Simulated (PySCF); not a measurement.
C₃H₉ClOSi, SMILES COC[Si@H](C)Cl. Atoms are numbered in the order given.

```xyz
15

C      2.8448    -1.0623    -0.4598
O      1.4739    -0.7646    -0.4578
C      0.9641    -0.4277     0.8124
Si    -0.8674     0.0040     0.6093
C     -1.7182    -1.2939    -0.4292
Cl    -1.0186     1.8586    -0.3421
H      3.4531    -0.2012    -0.1164
H      3.1351    -1.3102    -1.4912
H      3.0793    -1.9272     0.1939
H      1.5141     0.4251     1.2636
H      1.0636    -1.2752     1.5283
H     -1.4788     0.1516     1.9599
H     -2.7533    -1.0096    -0.6711
H     -1.1541    -1.4279    -1.3647
H     -1.7340    -2.2580     0.1057
```

The structure is a stationary point at B3LYP-D3(BJ)/def2-SVP. The structure was generated by enumeration; whether it is a known compound was not checked. Other conformers were not sampled.

Level of theory: PBE/def2-TZVP in PySCF.

Computed frontier levels, gap, dipole moment and polarisability:
The highest occupied level is -6.11 eV and the lowest empty level is -0.15 eV. The orbital gap comes out as 5.96 eV. The dipole moment is 2.36 D and the quadrupole, principal values (traceless, Buckingham form, about the centre of nuclear charge) is -3.92, -1.43, 5.35 D·Å. The mean static polarisability comes out as 82.2 bohr³ (12.19 Å³) and the polarisability, principal values comes out as 74.3, 82.1, 90.3 bohr³.
